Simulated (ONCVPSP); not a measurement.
## What one change does to a pseudopotential (Ir, ONCV)

```json
{
  "Element": "Ir",
  "Generator": "ONCVPSP 4.0.1",
  "Type": "optimised norm-conserving Vanderbilt (ONCV)",
  "Functional": "PBE",
  "Relativity": "fully relativistic",
  "Frozen core": "[Kr] 4d10 4f14 5s2",
  "Valence charge": "15",
  "Reference configuration": "5p6 5d7 6s1.5 6p0.5",
  "Partial waves": "6s: rc 2.15 bohr, ncon 3, nbas 6, qcut 2.4 1/bohr, 2 projectors, debl 0.4 Ha; 5p+6p: rc 1.45 bohr, ncon 3, nbas 7, qcut 11.4 1/bohr, 2 projectors; 5d: rc 1.85 bohr, ncon 4, nbas 9, qcut 9.3 1/bohr, 2 projectors, debl 2.9 Ha",
  "Local potential": "polynomial inside 1.35 bohr (lpopt 5, dvloc0 6 Ha)",
  "Core correction": "Teter function, fcfact 2, rcfact 1.55"
}
```

Open shells are filled in proportion to 2j + 1.

Change: all radii but the core radius scaled by about 1.18 (s 2.54, p 1.70, d 2.18 bohr); local potential polynomial inside 1.60 bohr (lpopt 5, dvloc0 6 Ha).

Cutoffs: the cutoffs (Ha) at which the residual kinetic energy of the hardest occupied pseudo-wave falls to 1 and 0.1 mHa per electron; they do not see the model core or the augmentation charge, which bear on the density cutoff. Errors are all-electron minus pseudo energies relative to the spin-unpolarised reference configuration.

Q: What does the change do?

A: The potential gets softer (41 Ha and 49 Ha → 34 Ha and 40 Ha); the bound ghost in s disappears; the lowest positive-energy flag moves from none to s at 54.9 eV; of the 4 tests that both files solve, the error grows in 1 and shrinks in 2 by more than 15 % and 0.3 meV (median size 10.5 → 2.5 meV). A larger radius leaves more room for a smooth pseudo-wave, so fewer plane waves are needed.

| quantity | base | changed |
| --- | --- | --- |
| cutoff, loose | 41 Ha | 34 Ha |
| cutoff, tight | 49 Ha | 40 Ha |
| loose cutoff by channel | s 8.5 Ha, p 41 Ha, d 20 Ha | s 6.7 Ha, p 34 Ha, d 20 Ha |
| bound ghosts | s | none |
| GHOST(+) flags under 300 eV | none | s at 54.9 eV |
| error for 5p6 5d7 6s2 6p0, meV [ΔE -2.58 eV] | -1.7 | -2.0 |
| error for 5p6 5d7 6s1 6p0, meV [ΔE 7.31 eV] | -1.7 | -0.6 |
| error for 5p6 5d7 6s0 6p0, meV [ΔE 24.78 eV] | -19 | -17 |
| error for 5p6 5d6 6s2 6p0, meV [ΔE 9.62 eV] | -24 | -3.1 |
| rms error of d²Exc/dni dnj with the model core, mHa | 3.76 | 3.66 |

 A true bound ghost makes a file unfit for plane-wave use even where its test errors are small: the radial tests pick states by their node count and pass the ghost by.
